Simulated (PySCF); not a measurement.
C3H7ClOSi, SMILES C=C(Cl)[Si@@H](C)O.

Geometry optimised at PBE-D3(BJ)/def2-SVP. The structure was generated by enumeration; whether it is a known compound was not checked. One conformer was computed; it need not be the lowest.

Level of theory: PBE-D3(BJ)/def2-SVP run with PySCF.

Frequencies are harmonic and unscaled.

Problem. List the normal modes with their intensities. (Estimate from the structure and the level; the computed values follow.)

Solution. 
```tsv
mode	ν (cm⁻¹)	IR (km/mol)	moving atoms (share of kinetic energy)
1	59	1.2	C 43 %, Cl 20 %, H 19 %, O 16 %
2	120	0.8	C 38 %, H 22 %, Cl 22 %, O 13 %
3	144	0.0	H 93 %
4	169	6.8	C 40 %, H 27 %, O 15 %, Si 13 %
5	224	5.4	O 40 %, C 20 %, H 19 %, Cl 12 %, Si 8 %
6	246	59.5	H 72 %, Si 10 %
7	273	24.0	H 36 %, O 22 %, Si 20 %, C 11 %, Cl 10 %
8	344	18.4	C 32 %, H 26 %, Si 18 %, Cl 17 %
9	402	17.1	C 62 %, H 26 %, Si 9 %
10	538	16.0	C 49 %, Cl 20 %, Si 19 %, H 10 %
11	650	40.5	H 68 %, C 24 %
12	691	18.2	H 65 %, C 23 %, Si 9 %
13	701	34.8	H 68 %, C 21 %, Si 10 %
14	738	18.1	H 79 %, C 12 %
15	750	56.7	C 46 %, H 40 %, Cl 9 %
16	802	23.8	H 49 %, O 38 %, Si 10 %
17	832	192.4	H 65 %, Si 13 %, O 12 %, C 10 %
18	850	177.6	H 71 %, Si 14 %, C 12 %
19	877	27.9	H 73 %, C 27 %
20	914	75.9	H 54 %, Si 31 %, O 13 %
21	1061	20.0	C 56 %, H 41 %
22	1216	32.0	H 77 %, C 22 %
23	1325	12.1	H 87 %, C 12 %
24	1378	6.2	H 96 %
25	1380	1.9	H 96 %
26	1617	20.3	C 91 %, H 9 %
27	2146	135.4	H 97 %
28	2983	0.8	H 97 %
29	3068	1.0	H 95 %
30	3086	1.1	H 91 %, C 9 %
31	3090	1.9	H 91 %, C 9 %
32	3172	0.5	H 89 %, C 11 %
33	3768	73.0	H 94 %
```
